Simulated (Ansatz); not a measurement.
System: SeF2 (charge -1, doublet). 
Coordinates optimised at B3LYP-D3(BJ)/def2-TZVP (Ansatz, a first-principles code):
```
Se
F 1 1.8566
F 1 2.0527 2 79.71
```
Charge -1, spin multiplicity 2.

Basis-set convergence of Hartree-Fock and CCSD correlation energies (hartree) with Ansatz. Cores are frozen in the correlated levels unless marked. UHF or UKS for open shells. Spin-orbit coupling is left out. Frozen are the shells of the preceding noble gas and the d and f shells that filled before the atom's block. No relativistic terms.

| basis | functions | E(HF) | E(corr, CCSD) |
|---|---|---|---|
| aug-cc-pVDZ | 82 | -2598.69285 | -0.56721 |
| aug-cc-pVTZ | 151 | ? | ? |

### Question
Some entries are withheld; supply them.

### Answer

- aug-cc-pVTZ, E(HF): -2598.81541
- aug-cc-pVTZ, E(corr, CCSD): -0.70550
